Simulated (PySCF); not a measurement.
Compound: C₄HF₅.
Numbering: `[F:1][C:2]1=[C:3]([F:4])[C:5]([F:6])([F:7])[C@@H:8]1[F:9]` (hydrogens: H10 on C8)

The same species was optimised twice, with GFN2-xTB and with PBE0-D3(BJ)/def2-SVP (PySCF), and the same property calculations (PySCF, gas phase) were run on both structures.

```tsv
coordinate	GFN2-xTB	PBE0-D3(BJ)/def2-SVP	change
C3–C5 (Å)	1.515	1.498	-0.017
C2–C8 (Å)	1.513	1.498	-0.015
C3–F4 (Å)	1.317	1.305	-0.012
C5–C8 (Å)	1.569	1.558	-0.011
F1–C2 (Å)	1.315	1.304	-0.011
C2=C3 (Å)	1.333	1.341	+0.008
C5–F7 (Å)	1.349	1.345	-0.004
C5–F6 (Å)	1.339	1.337	-0.002
C8–F9 (Å)	1.356	1.357	+0.001
F6–C5–C8 (°)	115.8	113.6	-2.2
F6–C5–F7 (°)	106.7	107.7	+1.0
F7–C5–C8 (°)	114.2	115.1	+0.9
F4–C3–C5 (°)	130.7	131.3	+0.6
C3–C5–C8 (°)	86.2	86.8	+0.6
C2–C3–C5 (°)	93.6	93.1	-0.5
C3–C5–F7 (°)	116.0	115.5	-0.5
F1–C2–C8 (°)	129.6	130.0	+0.4
```

Rotational constants: A = 1910, B = 1616, C = 1078 MHz (GFN2-xTB) against A = 1918, B = 1649, C = 1090 MHz (PBE0-D3(BJ)/def2-SVP). Point groups within 0.08 Å: C1 and C1.

On the GFN2-xTB structure: lowest singlet, TDDFT (eV) 7.09 [B3LYP/def2-SVPD]; lowest triplet, Tamm–Dancoff (eV) 4.76 [B3LYP/def2-SVPD]; isotropic polarisability (au) 49.0 [B3LYP/def2-SVPD]; HOMO (eV) -8.68 [B3LYP/def2-SVPD]; LUMO (eV) -1.12 [B3LYP/def2-SVPD]; dipole (D) 1.62 [B3LYP/def2-SVPD].

Task: What do these properties become on the PBE0-D3(BJ)/def2-SVP structure?

Result: 
```json
{"property": "lowest singlet, TDDFT (eV)", "level": "B3LYP/def2-SVPD", "on GFN2-xTB": "7.09", "on PBE0-D3(BJ)/def2-SVP": "7.08", "change": "-0.01"}
{"property": "lowest triplet, Tamm–Dancoff (eV)", "level": "B3LYP/def2-SVPD", "on GFN2-xTB": "4.76", "on PBE0-D3(BJ)/def2-SVP": "4.69", "change": "-0.07"}
{"property": "isotropic polarisability (au)", "level": "B3LYP/def2-SVPD", "on GFN2-xTB": "49.0", "on PBE0-D3(BJ)/def2-SVP": "48.7", "change": "-0.3"}
{"property": "HOMO (eV)", "level": "B3LYP/def2-SVPD", "on GFN2-xTB": "-8.68", "on PBE0-D3(BJ)/def2-SVP": "-8.59", "change": "+0.09"}
{"property": "LUMO (eV)", "level": "B3LYP/def2-SVPD", "on GFN2-xTB": "-1.12", "on PBE0-D3(BJ)/def2-SVP": "-1.11", "change": "+0.01"}
{"property": "dipole (D)", "level": "B3LYP/def2-SVPD", "on GFN2-xTB": "1.62", "on PBE0-D3(BJ)/def2-SVP": "1.65", "change": "+0.03"}
{"property": "energy, GFN2-xTB geometry as zero (kcal/mol)", "level": "B3LYP/def2-SVPD", "on GFN2-xTB": "0.0", "on PBE0-D3(BJ)/def2-SVP": "0.1", "change": "+0.1"}
```

The heavy atoms differ by 0.026 Å rms after alignment. Among bonds between heavy atoms C3–C5 changes most (-0.017 Å). Changes are differences of the printed values. Neither structure is proved a minimum here.
